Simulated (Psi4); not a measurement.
Computed with SAPT0/jun-cc-pVDZ, frozen core run with Psi4.

Psi4 input:

```
molecule {
0 1
Cl 0.64100294 -0.00000000 0.00000000
H -0.64100294 0.00000000 -0.00000000
--
0 1
F 3.36123255 1.89398978 0.07478595
B 3.39231881 3.06083556 -0.53234002
F 2.40979308 3.91797853 -0.35846700
F 4.40565347 3.37113422 -1.31195346
units angstrom
symmetry c1
no_reorient
no_com
}
set basis jun-cc-pvdz
set scf_type df
set freeze_core true
energy('sapt0')
```

Part of the output:

```
    SAPT Results
  --------------------------------------------------------------------------------------------------------
    Electrostatics                 -0.68238330 [mEh]      -0.42820199 [kcal/mol]      -1.79159711 [kJ/mol]
      Elst10,r                     -0.68238330 [mEh]      -0.42820199 [kcal/mol]      -1.79159711 [kJ/mol]

    Exchange                        1.10644094 [mEh]       0.69430217 [kcal/mol]       2.90496028 [kJ/mol]
      Exch10                        1.10644094 [mEh]       0.69430217 [kcal/mol]       2.90496028 [kJ/mol]
      Exch10(S^2)                   1.10562347 [mEh]       0.69378920 [kcal/mol]       2.90281401 [kJ/mol]

    Induction                      -0.06328962 [mEh]      -0.03971484 [kcal/mol]      -0.16616688 [kJ/mol]
      Ind20,r                      -0.36787975 [mEh]      -0.23084803 [kcal/mol]      -0.96586814 [kJ/mol]
      Exch-Ind20,r                  0.35119025 [mEh]       0.22037521 [kcal/mol]       0.92204988 [kJ/mol]
      delta HF,r (2)               -0.04660013 [mEh]      -0.02924202 [kcal/mol]      -0.12234862 [kJ/mol]

    Dispersion                     -0.60669999 [mEh]      -0.38070999 [kcal/mol]      -1.59289060 [kJ/mol]
      Disp20                       -0.66474344 [mEh]      -0.41713280 [kcal/mol]      -1.74528365 [kJ/mol]
      Exch-Disp20                   0.05804345 [mEh]       0.03642281 [kcal/mol]       0.15239305 [kJ/mol]
      Disp20 (SS)                  -0.33237172 [mEh]      -0.20856640 [kcal/mol]      -0.87264183 [kJ/mol]
      Disp20 (OS)                  -0.33237172 [mEh]      -0.20856640 [kcal/mol]      -0.87264183 [kJ/mol]
      Exch-Disp20 (SS)              0.03025077 [mEh]       0.01898265 [kcal/mol]       0.07942340 [kJ/mol]
      Exch-Disp20 (OS)              0.02779268 [mEh]       0.01744017 [kcal/mol]       0.07296966 [kJ/mol]

  Total HF                          0.36076801 [mEh]       0.22638534 [kcal/mol]       0.94719628 [kJ/mol]
  Total SAPT0                      -0.24593198 [mEh]      -0.15432465 [kcal/mol]      -0.64569432 [kJ/mol]
```
